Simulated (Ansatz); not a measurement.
Abridged output of a molecular run in Ansatz:

```
Functional definition: HF
2466 factors; integrals over basis functions are off by at most 1.1e-3 eV
mean field evaluation 1: about -156844.6277 eV, gradient 4.0e1 eV
mean field evaluation 2: about -156844.8647 eV, gradient 4.1e1 eV
mean field evaluation 4: about -156849.0449 eV, gradient 5.2e0 eV
mean field evaluation 8: about -156849.1132 eV, gradient 3.9e-1 eV
mean field -156849.11370036 eV, -5764.0986123404 hartree, gradient 1.5e-6 eV, S^2 0.000000; 0 other end points of the search recorded, 0 dependent functions left out
40 core orbitals not correlated: weight in the atoms' cores, before any rotation towards them, 1.000 or more for the frozen orbitals, at most 0.000 for the correlated occupied ones
reference -156849.11370036 eV, -5764.0986123404 hartree; 34, 34 occupied and 336, 336 virtual orbitals, 2466 factors
second order -42.70748719 eV of doubles, -0.00000000 eV of singles
cycle   1  -43.37770612 eV  change   -6.7e-1 eV  update   1.4e-1
cycle   2  -44.48130906 eV  change    -1.1e0 eV  update   3.9e-2
cycle   3  -44.65589314 eV  change   -1.7e-1 eV  update   1.8e-2
cycle   4  -44.64020018 eV  change    1.6e-2 eV  update   3.8e-3
cycle   5  -44.63739837 eV  change    2.8e-3 eV  update   1.4e-3
cycle   6  -44.63756581 eV  change   -1.7e-4 eV  update   3.6e-4
cycle   7  -44.63742557 eV  change    1.4e-4 eV  update   1.3e-4
cycle   8  -44.63744810 eV  change   -2.3e-5 eV  update   3.9e-5
perturbative correction -1.94963303 eV, -0.0716476925 hartree
Total energy: -156895.70078149 eV, -5765.8106559941 hartree
```

Its atoms:

```xyz
14

C     0.972   -1.921   -1.867
Ga   -0.272   -1.777   -0.379
Cl   -1.499   -3.332    0.427
Cl   -1.680    0.086   -0.648
Ga   -0.775    1.043    1.299
C     0.146    2.705    0.886
Cl   -2.223    0.722    2.841
Cl    0.752   -0.737    1.463
H     0.437   -2.228   -2.767
H     1.734   -2.668   -1.639
H     1.453   -0.960   -2.045
H    -0.583    3.475    0.630
H     0.717    3.036    1.754
H     0.823    2.556    0.045
```

(1) Which basis set was used?
A. def2-SVPD
B. def2-SVP
C. def2-TZVPP
D. def2-QZVPP

(2) Write the keys of the input that set method, charge and spin (a neutral closed shell needs none for the last two).

Results:

(1) C. It gives 410 functions.

(2) 
```yaml
correlation: {method: ccsd_t}
```
